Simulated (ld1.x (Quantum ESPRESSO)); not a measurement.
## Plane-wave convergence, ultrasoft potential for Ga

| Quantity | Value |
| --- | --- |
| Element | gallium (Ga) |
| Generator | ld1.x (Quantum ESPRESSO) 7.5 |
| Type | ultrasoft |
| Functional | BP86 |
| Relativity | scalar-relativistic |
| Frozen core | [Ar] |
| Valence charge | 13 |
| Reference configuration | 3d10 4s2 4p1 |
| Partial waves | 4s (bound): rcut 1.50, rcutus 1.60 bohr; 4s channel at 1.1 Ry: rcut 1.50, rcutus 1.60 bohr; 4p (bound): rcut 1.60, rcutus 2.10 bohr; 4p channel at 0.85 Ry: rcut 1.60, rcutus 2.10 bohr; 3d (bound): rcut 1.05, rcutus 1.15 bohr; 3d channel at 0.2 Ry: rcut 1.05, rcutus 1.15 bohr |
| Local potential | all-electron potential smoothed inside 1.85 bohr (lloc = -2) |
| Core correction | none |
| Augmentation charge | PSQ, radius 0.90 bohr |

The pseudo-atom Hamiltonian at the reference potential is diagonalised in spherical Bessel functions j_l(qr) that vanish at 20 bohr, with q² up to the cutoff. All-electron valence levels (Ry): 4s -0.6695, 4p -0.1997, 3d -1.4169.

Problem. How do the lowest levels (Ry) of each channel move with the cutoff, and are there ghosts?

Solution.

| cutoff (Ry) | s #1 | s #2 | p #1 | d #1 | f #1 | f #2 | Σ f·Δε (mRy) |
| --- | --- | --- | --- | --- | --- | --- | --- |
| 8 | -0.6530 | -0.0244 | -0.1994 | 0.0454 | 0.0969 | 0.2261 | 14656.1 |
| 12 | -0.6661 | -0.0255 | -0.1996 | 0.0447 | 0.0969 | 0.2261 | 14622.5 |
| 21 | -0.6692 | -0.0257 | -0.1997 | 0.0220 | 0.0969 | 0.2261 | 14389.2 |
| 30 | -0.6694 | -0.0258 | -0.1997 | -0.4176 | 0.0969 | 0.2261 | 9993.2 |
| 45 | -0.6695 | -0.0258 | -0.1997 | -1.1625 | 0.0969 | 0.2261 | 2544.6 |
| 55 | -0.6695 | -0.0258 | -0.1997 | -1.3492 | 0.0969 | 0.2261 | 677.1 |
| 70 | -0.6695 | -0.0258 | -0.1997 | -1.4099 | 0.0969 | 0.2261 | 70.0 |
| 100 | -0.6695 | -0.0258 | -0.1997 | -1.4156 | 0.0969 | 0.2261 | 13.1 |
| 120 | -0.6695 | -0.0258 | -0.1997 | -1.4164 | 0.0969 | 0.2261 | 5.1 |
| 180 | -0.6695 | -0.0258 | -0.1997 | -1.4168 | 0.0969 | 0.2261 | 0.9 |
| 230 | -0.6695 | -0.0258 | -0.1997 | -1.4169 | 0.0969 | 0.2261 | 0.2 |
| 400 | -0.6695 | -0.0258 | -0.1997 | -1.4169 | 0.0969 | 0.2261 | 0.0 |

Result: no extra level below or beside the all-electron valence levels (s, p, d, f tested); 10 mRy is reached at 110 Ry and 1 mRy at 180 Ry.

Its largest configuration-test error is -579 meV.
